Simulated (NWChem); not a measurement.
The numbers come from NWChem runs, not from measurements. System: H$_{2}$As, charge 0, spin multiplicity 2, at a geometry optimised with UPBE0/def2-SVP. The structure started from a generated list of species. Its SCF solution wasn't tested for a lower state. Level: UPBE/def2-SVP.

The NWChem input:

```
start mol
memory heap 200 mb stack 900 mb global 1100 mb
geometry units angstroms nocenter noautoz
  As     0.000000     0.000000    -0.061399
  H     -1.088753     0.000000     1.013079
  H      1.088753     0.000000     1.013079
  symmetry group C2v
end
basis spherical
  * library def2-svp
end
dft
  xc xpbe96 cpbe96
  odft
  mult 2
  semidirect memsize 60000000 filesize 0
  iterations 100
end
task dft energy
```

Output (cleaned and shortened):

```
             Northwest Computational Chemistry Package (NWChem) 7.3.0
             --------------------------------------------------------

                                NWChem Input Module
                                -------------------

 Scaling coordinates for geometry "geometry" by  1.889725989
 (inverse scale =  0.529177249)

 Turning off AUTOSYM since
 SYMMETRY directive was detected!

                             Geometry "geometry" -> ""
                             -------------------------

 Output coordinates in angstroms (scale by  1.889725989 to convert to a.u.)

  No.       Tag          Charge          X              Y              Z
 ---- ---------------- ---------- -------------- -------------- --------------
    1 As                  33.0000     0.00000000     0.00000000    -0.06139900
    2 H                    1.0000    -1.08875300     0.00000000     1.01307900
    3 H                    1.0000     1.08875300     0.00000000     1.01307900

 Effective nuclear repulsion energy (a.u.)      23.0752190404

            Nuclear Dipole moment (a.u.)
            ----------------------------
        X                 Y               Z
 ---------------- ---------------- ----------------
     0.0000000000     0.0000000000    -0.0000170075

      Symmetry information
      --------------------

 Group name             C2v
 Group number             16
 Group order               4
 No. of unique centers     2

      Symmetry unique atoms

     1    2


 Summary of "ao basis" -> "" (spherical)
 ------------------------------------------------------------------------------
       Tag                 Description            Shells   Functions and Types
 ---------------- ------------------------------  ------  ---------------------
 *                          def2-svp                  on all atoms

  pbe96 is a nonlocal functional; adding pw91lda local functional.

                                 NWChem DFT Module
                                 -----------------

 Summary of "ao basis" -> "ao basis" (spherical)
 ------------------------------------------------------------------------------
       Tag                 Description            Shells   Functions and Types
 ---------------- ------------------------------  ------  ---------------------
 As                         def2-svp                12       32   5s4p3d
 H                          def2-svp                 3        5   2s1p

 Summary of "ao basis" -> "ao basis" (spherical)
 ------------------------------------------------------------------------------
       Tag                 Description            Shells   Functions and Types
 ---------------- ------------------------------  ------  ---------------------
 As                         def2-svp                12       32   5s4p3d
 H                          def2-svp                 3        5   2s1p

      Symmetry analysis of basis
      --------------------------

        a1         19
        a2          4
        b1         11
        b2          8

            General Information
            -------------------
          SCF calculation type: DFT
          Wavefunction type:  spin polarized.
          No. of atoms     :     3
          No. of electrons :    35
           Alpha electrons :    18
            Beta electrons :    17
          Charge           :     0
          Spin multiplicity:     2
          Use of symmetry is: on ; symmetry adaption is: on
          Maximum number of iterations: 100
          AO basis - number of functions:    42
                     number of shells:    18
          Convergence on energy requested:  1.00D-06
          Convergence on density requested:  1.00D-05
          Convergence on gradient requested:  5.00D-04

              XC Information
              --------------
          PerdewBurkeErnzerhof Exchange Functional  1.000
            Perdew 1991 LDA Correlation Functional  1.000 local
           PerdewBurkeErnz. Correlation Functional  1.000 non-local

             Grid Information
             ----------------
          Grid used for XC integration:  medium
          Radial quadrature: Mura-Knowles
          Angular quadrature: Lebedev.
          Tag              B.-S. Rad. Rad. Pts. Rad. Cut. Ang. Pts.
          ---              ---------- --------- --------- ---------
          As                  1.15      112           7.0       590
          H                   0.35       45           8.0       434
          Grid pruning is: on
          Number of quadrature shells:   157
          Spatial weights used:  Erf1

          Convergence Information
          -----------------------
          Convergence aids based upon iterative change in
          total energy or number of iterations.
          Levelshifting, if invoked, occurs when the
          HOMO/LUMO gap drops below (HL_TOL):  1.00D-02
          DIIS, if invoked, will attempt to extrapolate
          using up to (NFOCK): 10 stored Fock matrices.

                    Damping( 0%)  Levelshifting(0.5)       DIIS
                  --------------- ------------------- ---------------
          dE  on:    start            ASAP                start
          dE off:    2 iters        100 iters           100 iters

      Screening Tolerance Information
      -------------------------------
          Density screening/tol_rho:  1.00D-10
          AO Gaussian exp screening on grid/accAOfunc:  14
          CD Gaussian exp screening on grid/accCDfunc:  20
          XC Gaussian exp screening on grid/accXCfunc:  20
          Schwarz screening/accCoul:  1.00D-08

      Superposition of Atomic Density Guess
[...]
                     --------     --------     --------
                     a1                9.0          9.0
                     a2                1.0          1.0
                     b1                4.0          4.0
                     b2                4.0          3.0

                    DFT Final Alpha Molecular Orbital Analysis
                    ------------------------------------------

 Vector   16  Occ=1.000000D+00  E=-3.282752D-01  Symmetry=b1
              MO Center=  6.0D-15, -2.2D-16,  5.6D-01, r^2= 2.0D+00
   Bfn.  Coefficient  Atom+Function         Bfn.  Coefficient  Atom+Function
  ----- ------------  ---------------      ----- ------------  ---------------
    12      0.367073  1 As px                33     -0.309224  2 H  s
    38      0.309224  3 H  s                 15      0.257141  1 As px
     9     -0.226444  1 As px                34     -0.163095  2 H  s
    39      0.163095  3 H  s                  6      0.073950  1 As px
    21      0.064213  1 As d  1              31     -0.047487  1 As d  1

 Vector   17  Occ=1.000000D+00  E=-2.701553D-01  Symmetry=a1
              MO Center= -2.0D-15, -3.3D-16, -4.4D-02, r^2= 2.2D+00
   Bfn.  Coefficient  Atom+Function         Bfn.  Coefficient  Atom+Function
  ----- ------------  ---------------      ----- ------------  ---------------
    14     -0.388899  1 As pz                 4      0.372675  1 As s
    17     -0.331277  1 As pz                 5      0.300536  1 As s
    11      0.239578  1 As pz                 3     -0.235763  1 As s
    33     -0.225235  2 H  s                 38     -0.225235  3 H  s
    34     -0.162852  2 H  s                 39     -0.162852  3 H  s

 Vector   18  Occ=1.000000D+00  E=-2.056466D-01  Symmetry=b2
              MO Center= -6.5D-16,  1.0D-14, -2.0D-02, r^2= 2.0D+00
   Bfn.  Coefficient  Atom+Function         Bfn.  Coefficient  Atom+Function
  ----- ------------  ---------------      ----- ------------  ---------------
    16      0.623634  1 As py                13      0.507169  1 As py
    10     -0.303891  1 As py                 7      0.098603  1 As py
    29      0.031968  1 As d -1

 Vector   19  Occ=0.000000D+00  E=-5.417029D-03  Symmetry=b1
              MO Center=  3.5D-15, -3.2D-16,  2.1D-01, r^2= 3.3D+00
   Bfn.  Coefficient  Atom+Function         Bfn.  Coefficient  Atom+Function
  ----- ------------  ---------------      ----- ------------  ---------------
    15      1.057883  1 As px                34      0.822357  2 H  s
    39     -0.822357  3 H  s                 12      0.330426  1 As px
    33      0.254378  2 H  s                 38     -0.254378  3 H  s
     9     -0.203842  1 As px                21     -0.092483  1 As d  1
    31      0.091284  1 As d  1               6      0.065737  1 As px

 Vector   20  Occ=0.000000D+00  E= 1.980748D-02  Symmetry=a1
              MO Center= -2.8D-14,  7.1D-17,  5.8D-01, r^2= 3.7D+00
   Bfn.  Coefficient  Atom+Function         Bfn.  Coefficient  Atom+Function
  ----- ------------  ---------------      ----- ------------  ---------------
    17      1.086472  1 As pz                34     -1.091251  2 H  s
    39     -1.091251  3 H  s                  5      0.881123  1 As s
     4      0.585114  1 As s                 14      0.284185  1 As pz
     3     -0.269972  1 As s                 33     -0.178905  2 H  s
    38     -0.178905  3 H  s                 11     -0.172549  1 As pz

 Vector   21  Occ=0.000000D+00  E= 1.911164D-01  Symmetry=a1
              MO Center=  5.2D-15, -2.4D-14,  2.9D-02, r^2= 3.5D+00
   Bfn.  Coefficient  Atom+Function         Bfn.  Coefficient  Atom+Function
  ----- ------------  ---------------      ----- ------------  ---------------
     5      2.773692  1 As s                  4     -1.883632  1 As s
    17      0.723113  1 As pz                34     -0.672605  2 H  s
    39     -0.672605  3 H  s                  3      0.413346  1 As s
    32     -0.239517  1 As d  2              33     -0.188607  2 H  s
    38     -0.188607  3 H  s                 30     -0.086987  1 As d  0

                     DFT Final Beta Molecular Orbital Analysis
                     -----------------------------------------

 Vector   15  Occ=1.000000D+00  E=-5.457322D-01  Symmetry=a1
              MO Center= -3.4D-16, -3.2D-17,  3.3D-01, r^2= 1.4D+00
   Bfn.  Coefficient  Atom+Function         Bfn.  Coefficient  Atom+Function
  ----- ------------  ---------------      ----- ------------  ---------------
     4      0.761775  1 As s                  3     -0.498742  1 As s
    33      0.179984  2 H  s                 38      0.179984  3 H  s
     5      0.164186  1 As s                  2      0.106852  1 As s
    14      0.094157  1 As pz                11     -0.060192  1 As pz
    34      0.043325  2 H  s                 39      0.043325  3 H  s

 Vector   16  Occ=1.000000D+00  E=-3.223088D-01  Symmetry=b1
              MO Center=  4.4D-15, -3.4D-16,  5.9D-01, r^2= 2.0D+00
   Bfn.  Coefficient  Atom+Function         Bfn.  Coefficient  Atom+Function
  ----- ------------  ---------------      ----- ------------  ---------------
    12      0.353008  1 As px                33     -0.324192  2 H  s
    38      0.324192  3 H  s                 15      0.230314  1 As px
     9     -0.219067  1 As px                34     -0.180459  2 H  s
    39      0.180459  3 H  s                  6      0.071587  1 As px
    21      0.065263  1 As d  1              31     -0.039119  1 As d  1

 Vector   17  Occ=1.000000D+00  E=-2.585356D-01  Symmetry=a1
              MO Center=  1.2D-15, -2.3D-16, -8.2D-02, r^2= 2.2D+00
   Bfn.  Coefficient  Atom+Function         Bfn.  Coefficient  Atom+Function
  ----- ------------  ---------------      ----- ------------  ---------------
     4      0.401604  1 As s                 14     -0.380048  1 As pz
     5      0.319473  1 As s                 17     -0.319141  1 As pz
     3     -0.254035  1 As s                 11      0.235140  1 As pz
    33     -0.228371  2 H  s                 38     -0.228371  3 H  s
    34     -0.173882  2 H  s                 39     -0.173882  3 H  s

 Vector   18  Occ=0.000000D+00  E=-1.459632D-01  Symmetry=b2
              MO Center= -1.1D-15, -2.2D-15, -2.8D-02, r^2= 2.1D+00
   Bfn.  Coefficient  Atom+Function         Bfn.  Coefficient  Atom+Function
  ----- ------------  ---------------      ----- ------------  ---------------
    16      0.643814  1 As py                13      0.482291  1 As py
    10     -0.295128  1 As py                 7      0.095798  1 As py

 Vector   19  Occ=0.000000D+00  E= 1.965915D-03  Symmetry=b1
              MO Center=  2.5D-14, -1.3D-16,  1.8D-01, r^2= 3.3D+00
   Bfn.  Coefficient  Atom+Function         Bfn.  Coefficient  Atom+Function
  ----- ------------  ---------------      ----- ------------  ---------------
    15      1.063985  1 As px                34      0.822374  2 H  s
    39     -0.822374  3 H  s                 12      0.338449  1 As px
    33      0.242484  2 H  s                 38     -0.242484  3 H  s
     9     -0.208925  1 As px                31      0.091238  1 As d  1
    21     -0.090322  1 As d  1               6      0.067400  1 As px

 Vector   20  Occ=0.000000D+00  E= 3.100311D-02  Symmetry=a1
              MO Center= -4.0D-14, -1.3D-17,  6.0D-01, r^2= 3.8D+00
   Bfn.  Coefficient  Atom+Function         Bfn.  Coefficient  Atom+Function
  ----- ------------  ---------------      ----- ------------  ---------------
    34     -1.104977  2 H  s                 39     -1.104977  3 H  s
    17      1.081754  1 As pz                 5      0.844828  1 As s
     4      0.649078  1 As s                  3     -0.292052  1 As s
    14      0.288318  1 As pz                11     -0.173837  1 As pz
    33     -0.159416  2 H  s                 38     -0.159416  3 H  s

   alpha - beta orbital overlaps
   -----------------------------

   alpha      1      2      3      4      5      6      7      8      9     10
    beta      1      2      4      3      5      6      8      7      9     10
 overlap   1.000  1.000  1.000  1.000  1.000  1.000  1.000  1.000  1.000  0.911

   alpha     11     12     13     14     15     16     17     18     19     20
    beta     11     13     12     14     15     16     17     18     19     20
 overlap   1.000  1.000  1.000  0.911  0.999  1.000  0.999  1.000  1.000  0.998

   alpha     21     22     23     24     25     26     27     28     29     30
    beta     21     22     23     25     24     26     27     28     29     30
 overlap   0.995  1.000  0.993  1.000  0.998  0.997  0.997  1.000  0.996  0.994

   alpha     31     32     33     34     35     36     37     38     39     40
    beta     31     32     33     34     35     36     37     38     39     40
 overlap   1.000  1.000  1.000  1.000  1.000  1.000  1.000  1.000  1.000  0.993

   alpha     41     42
    beta     41     42
 overlap   0.993  1.000

     --------------------------
     Expectation value of S2:
     --------------------------
      <S2> =      0.7529 (Exact =     0.7500)

 center of mass
 --------------
 x =   0.00000000 y =   0.00000000 z =  -0.06283179

 moments of inertia (a.u.)
 ------------------
           8.092416636109           0.000000000000           0.000000000000
           0.000000000000          16.624822859698           0.000000000000
           0.000000000000           0.000000000000           8.532406223588

     Multipole analysis of the density
     ---------------------------------

     L   x y z        total         alpha         beta         nuclear
     -   - - -        -----         -----         ----         -------
     0   0 0 0     -0.000000    -18.000000    -17.000000     35.000000

     1   1 0 0      0.000000      0.000000      0.000000      0.000000
     1   0 1 0     -0.000000     -0.000000     -0.000000      0.000000
     1   0 0 1      0.153071      0.123000      0.030088     -0.000017

     2   2 0 0    -14.001028    -11.861125    -10.606061      8.466159
     2   1 1 0      0.000000      0.000000      0.000000      0.000000
     2   1 0 1      0.000000      0.000000      0.000000      0.000000
     2   0 2 0    -14.508747     -9.474761     -5.033987      0.000000
     2   0 1 1      0.000000      0.000000      0.000000      0.000000
     2   0 0 2    -14.861938    -11.928736    -10.707634      7.774431

 Task  times  cpu:        1.3s     wall:        1.3s

 Total times  cpu:        1.3s     wall:        1.3s
```
